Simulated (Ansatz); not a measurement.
Tl₃Cl₃⁺. Total charge 1; doublet. Geometry PBE-D4/def2-SVP.

| atom | x (Å) | y (Å) | z (Å) |
| --- | --- | --- | --- |
| Tl1 | -1.1566 | 1.1854 | 2.2405 |
| Tl2 | -0.2430 | -2.7866 | -0.2037 |
| Tl3 | 1.9784 | 0.9516 | -0.8693 |
| Cl4 | -0.5145 | -0.4528 | -1.9853 |
| Cl5 | 0.8767 | -0.7100 | 1.4532 |
| Cl6 | -0.9410 | 1.8123 | -0.6355 |

In the def2 sets Tl takes a core potential; there is no spin–orbit coupling. LC-ωPBE has ω = 0.4 bohr⁻¹. In the doublet, Cl4 and Cl6 lie 2.67 Å apart (atoms count from 1), so these atoms are partly bonded to each other. Another isomer (doublet) lies 0.11 eV lower at PBE0-D4/def2-TZVP; other spin states weren't run for this one.

(1) Estimate the α-spin orbital energies around the gap (eV) in Ansatz with PBE-D4/def2-TZVP, r2SCANh-D4/def2-TZVP, PBE0-D4/def2-SVP, PBE0-D4/def2-TZVP, LC-ωPBE/def2-TZVP.

Results:

(1) 
```tsv
orbital	PBE-D4/def2-TZVP	r2SCANh-D4/def2-TZVP	PBE0-D4/def2-SVP	PBE0-D4/def2-TZVP	LC-ωPBE/def2-TZVP
HOMO−5	-11.29	-12.13	-12.45	-12.55	-15.14
HOMO−4	-11.02	-11.89	-12.26	-12.36	-15.06
HOMO−3	-10.81	-11.59	-11.93	-12.04	-14.67
HOMO−2	-10.75	-11.50	-11.82	-11.92	-14.60
HOMO−1	-10.68	-11.48	-11.76	-11.86	-14.29
HOMO	-10.25	-11.12	-11.41	-11.50	-13.93
LUMO	-6.26	-5.79	-5.52	-5.57	-3.67
LUMO+1	-5.99	-5.52	-5.25	-5.30	-3.41
LUMO+2	-5.67	-5.12	-4.90	-4.97	-3.06
LUMO+3	-5.50	-4.98	-4.73	-4.77	-2.80
LUMO+4	-5.02	-4.43	-4.21	-4.30	-2.43
LUMO+5	-4.97	-4.40	-4.17	-4.24	-2.33
β HOMO	-10.53	-11.23	-11.52	-11.61	-14.02
β LUMO	-9.29	-8.85	-8.29	-8.38	-6.23
```
